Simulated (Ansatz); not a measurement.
Species: sum formula BN$_{2}$H$_{5}$F, charge 1, multiplicity 1. It need not be the lowest isomer of its formula. 
Structure (B3LYP-D3(BJ)/def2-TZVP (Ansatz, an electronic-structure program) minimum search):
```xyz
9

B     -0.1211     0.1160     0.0052
F      0.2746     1.3676     0.0306
N      1.0919    -0.8783    -0.0423
N     -1.4056    -0.3474     0.0161
H      1.6718    -0.6919    -0.8674
H      1.7011    -0.7344     0.7700
H     -2.1841     0.2978     0.0468
H     -1.6924    -1.3133    -0.0038
H      0.8327    -1.8662    -0.0633
```
Charge +1, spin multiplicity 1.

Parts of the frozen-core correlation energy in cc-pVTZ (Ansatz, hartree). Frozen orbitals: 4; correlated occupied orbitals by spin: 12 and 12; virtual: 174 and 174. Spin-orbit coupling is left out. Non-relativistic.

```csv
term,value
reference (HF),-235.94321
MP2 opposite-spin,?
MP2 same-spin,?
CCSD correlation,?
(T),-0.02686
T1 diagnostic,0.011
largest doubles amplitude,0.049
```

Fill in the missing entries.


- MP2 opposite-spin, value: -0.58282
- MP2 same-spin, value: -0.18908
- CCSD correlation, value: -0.79363
